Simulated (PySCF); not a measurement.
Species: `C=CC(=C)CC(F)(F)F`. The columns A, B, C and D hold Mulliken, IAO, Hirshfeld and ESP-fitted charges (e) of one PBE0/pcSseg-1 density (PySCF), in a shuffled order. Coordinates in Å (GFN2-xTB); the density's dipole moment is (1.19, 0.83, -1.67) D.

```tsv
atom	x	y	z	A	B	C	D
C1	1.665	1.135	0.950	-0.121	-0.390	-0.096	-0.308
C2	1.559	0.183	0.030	-0.113	-0.215	-0.049	-0.140
C3	0.355	-0.224	-0.680	-0.394	+0.290	0.000	+0.009
C4	0.398	-1.190	-1.597	-0.015	-0.552	-0.091	-0.302
C5	-0.961	0.442	-0.353	-0.220	-0.484	-0.089	-0.312
C6	-1.638	-0.250	0.817	+0.792	+0.660	+0.261	+0.811
F7	-2.853	0.274	1.064	-0.276	-0.231	-0.104	-0.291
F8	-0.953	-0.156	1.964	-0.264	-0.196	-0.088	-0.282
F9	-1.833	-1.558	0.595	-0.267	-0.203	-0.095	-0.284
H10	2.612	1.348	1.414	+0.124	+0.184	+0.051	+0.159
H11	0.835	1.727	1.296	+0.118	+0.183	+0.040	+0.146
H12	2.443	-0.372	-0.255	+0.092	+0.167	+0.049	+0.149
H13	-0.479	-1.512	-2.131	+0.111	+0.219	+0.049	+0.154
H14	1.317	-1.697	-1.836	+0.114	+0.204	+0.051	+0.153
H15	-0.830	1.492	-0.091	+0.161	+0.185	+0.054	+0.166
H16	-1.647	0.368	-1.199	+0.158	+0.181	+0.057	+0.172
```

Which column most likely holds the ESP-fitted charges?

B. Σ q r misses the density's dipole by 0.06 D (B), 0.73 D (A), 1.00 D (C), 1.16 D (D). Charges fitted to the outside potential are the only set here that is tied to the molecule's multipoles.

And the Hirshfeld charges?

C. The mean sizes are 0.077 e (C), 0.209 e (A), 0.240 e (D), 0.284 e (B), and Hirshfeld charges are commonly the smallest of these schemes.

As computed, A = Mulliken, B = ESP-fitted, C = Hirshfeld, D = IAO. Hydrogens on carbon: Mulliken +0.09 to +0.16, ESP-fitted +0.17 to +0.22, Hirshfeld +0.04 to +0.06, IAO +0.15 to +0.17 e.

The Mulliken scheme counts on each atom the diagonal of the density matrix times the overlap matrix over that atom's basis functions. The Hirshfeld scheme weights the molecular density at each point by an atom's share of the summed free-atom densities.

Isolated species at its GFN2-xTB geometry (one conformer only).

The run behind these numbers computed NMR shieldings as well. On one thread of an Arm Neoverse N1 (shared host), this took 50 s of wall time.

The values belong to the conformer `[CH2:1]=[CH:2][C:3](=[CH2:4])[CH2:5][C:6]([F:7])([F:8])[F:9]`: C1–C2–C3–C4 179°, C2–C3–C5–C6 -86°, C3–C5–C6–F7 -176°.
